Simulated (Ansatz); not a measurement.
Saddle point of SiN$_{2}$H$_{8}$O, closed shell (SiNH₅O ([NH2][SiH2][OH]) + NH₃ → SiN₂H₆ ([NH2][SiH2][NH2]) + H₂O; bonds formed: Si1–N7, O2–H6; bonds broken: Si1–O2, H6–N7), PBE0-D4/def2-TZVP structure:

Si1  (0.461, -0.475, 0.072)
O2  (-1.475, -0.162, -0.493)
H3  (0.468, -1.598, -0.912)
H4  (1.932, -0.442, 0.440)
N5  (-0.142, -0.461, 1.661)
H6  (-0.769, 0.773, -0.977)
N7  (0.402, 1.128, -0.893)
H8  (-1.784, -0.812, -1.127)
H9  (0.467, -0.538, 2.456)
H10  (-1.124, -0.505, 1.865)
H11  (0.953, 1.137, -1.743)
H12  (0.613, 1.955, -0.349)
(Å)

Energies are electronic, without zero-point energy. Barriers and step energies count from the start structure reached by relaxing down the imaginary mode; all methods use the PBE0-D4 structures, on which another method's saddle can fall below an end. Program: Ansatz 0.2.0. Basis: def2-TZVPP, with def2-QZVPP for the basis limit. Cores are frozen in the correlated methods. B3LYP uses VWN-RPA correlation. Extrapolation: Hartree–Fock as exp(−7.88 √X), correlation as X^−2.97.

```
      method  barrier (kcal/mol)  step energy (kcal/mol)
       SPW92                   ?                    6.08
      PBE-D4               26.04                    7.71
     BLYP-D4                   ?                    8.76
   r2SCAN-D4               28.58                    8.83
      B97M-V               32.89                    9.75
     PBE0-D4               28.79                    7.99
    B3LYP-D4               32.76                    8.97
  r2SCAN0-D4                   ?                    8.82
    BHLYP-D4               36.22                    9.54
CAM-B3LYP-D4               32.50                    9.11
     wB97X-V               31.83                    9.06
     wB97M-V               31.29                    9.00
      B2PLYP               33.25                    9.35
    PBE-QIDH               30.54                    8.49
  RPA on PBE               32.70                    9.43
          HF               47.30                   11.56
         MP2               30.98                    8.83
        CCSD               34.90                    9.40
     CCSD(T)               32.67                    9.07
```

Q: Fill in the withheld barriers. (Judge from chemistry; the value comes from the calculation.)

A: The calculation gives: SPW92 17.66; r2SCAN0-D4 30.43; BLYP-D4 31.00 kcal/mol. Each is the energy of the saddle less that of the start structure, by the same method.

For comparison, the barrier by CCSD(T) at an estimated basis limit (MP2 extrapolated from triple and quadruple zeta, plus CCSD(T) − MP2 in triple zeta) is 32.55 kcal/mol.

No T1 diagnostic of these runs exceeds 0.011.

Labels in which every atom is bracketed show which atoms are joined, not bond orders.

For scale, one of the runs: CCSD(T)/def2-TZVPP, 247 basis functions, launched by `ansatz run in.yaml --threads 4 --pin off --events-out ev --progress --plain --max-ram 9574MiB`. Time: 2.5 min of wall clock on 4 CPU threads of an Arm Neoverse V1; the host was shared. Peak host memory: 5.2 GiB.
